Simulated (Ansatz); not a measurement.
Program: Ansatz. Geometries: PBE0-D4/def2-TZVP. ΔE: electronic, gas phase. CBS: MP2 limit from def2 TZ/QZ plus the TZ coupled-cluster correction, frozen cores. This one scheme is used for every species. DFT in def2-TZVPP. One conformer a species, not always the lowest.

`CCBS` + `OBF` → `CCOBF` + `BS`  (substitution at a C–B bond)

`CCBS`:

```xyz
11

C    -1.432   -0.366    0.209
C    -0.162    0.481    0.128
B     0.993   -0.181   -0.688
S     2.716   -0.148   -0.250
H    -1.255   -1.294    0.758
H    -1.788   -0.639   -0.787
H    -2.238    0.167    0.718
H    -0.394    1.414   -0.408
H     0.160    0.789    1.128
H     0.777   -0.753   -1.718
H     2.623    0.529    0.910
```

`OBF`:

Cartesian coordinates in Å:
```
O 0.520 -0.298 0.806
B -0.390 0.017 -0.132
F -0.006 0.561 -1.285
H 1.424 -0.091 0.546
H -1.548 -0.189 0.065
```

`CCOBF`:

```xyz
11

C    -0.537    0.100   -1.409
C    -0.454    0.546    0.030
O    -0.192   -0.565    0.876
B     0.964   -0.690    1.539
F     1.133   -1.770    2.288
H    -0.796    0.947   -2.049
H    -1.300   -0.671   -1.529
H     0.419   -0.306   -1.747
H    -1.404    0.977    0.356
H     0.325    1.305    0.160
H     1.841    0.126    1.484
```

`BS`:

Z-matrix (Å, degrees):
```
B
S 1 1.765
H 1 1.192 2 115.8
H 1 1.190 2 121.4 3 -180.0
H 2 1.344 1 99.2 3 180.0
```

Is it downhill or uphill in electronic energy at CCSD(T)/CBS, and by how much? (An estimate is asked.)

The calculation gave: Uphill: ΔE = +18.9 kcal/mol.

What do these levels give: CAM-B3LYP-D4, CAM-B3LYP, LC-ωPBE, MP2/def2-SVP, CCSD(T)/def2-SVP, HF/def2-QZVPP? (Estimate.)

The calculation gave: CAM-B3LYP-D4 17.0, CAM-B3LYP 16.7, LC-ωPBE 18.6, MP2/def2-SVP 18.8, CCSD(T)/def2-SVP 16.9, HF/def2-QZVPP 15.2 kcal/mol.

Largest T1 diagnostic among the species: 0.015.

Leaving LDA and LC-ωPBE aside and taking each functional with its dispersion term where it has one, the values, not all of them listed here, spread over 2.4 kcal/mol, from CAM-B3LYP-D4 to PBE-QIDH. At CCSD(T), def2-SVP lies −2.0 kcal/mol from the extrapolated value and def2-TZVPP −0.6 kcal/mol. In def2-TZVPP, CCSD(T) changes the Hartree–Fock value by +2.9 kcal/mol (the triples alone add +0.2 kcal/mol) and MP2 by +4.6 kcal/mol.
